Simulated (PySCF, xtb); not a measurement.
Sn(H)2(Et)(OH) (C₂H₈OSn), SMILES C[CH2][SnH2][OH].

xtb with GFN2-xTB at its own geometry gives an orbital gap of 5.32 eV and a dipole moment of 3.38 D.

The structure is a stationary point at B3LYP-D3(BJ)/def2-SVP. The structure was generated by enumeration; whether it is a known compound was not checked. The def2 effective core potentials stand for the cores of Sn; spin–orbit coupling is left out. One conformer was computed; it need not be the lowest.

### Question
What does PBE/def2-TZVP (PySCF) give? (The exact figures need the calculation; the answer reports its results.)

### Answer
gap 5.24 eV (levels -6.36 and -1.12 eV), dipole 1.24 D.
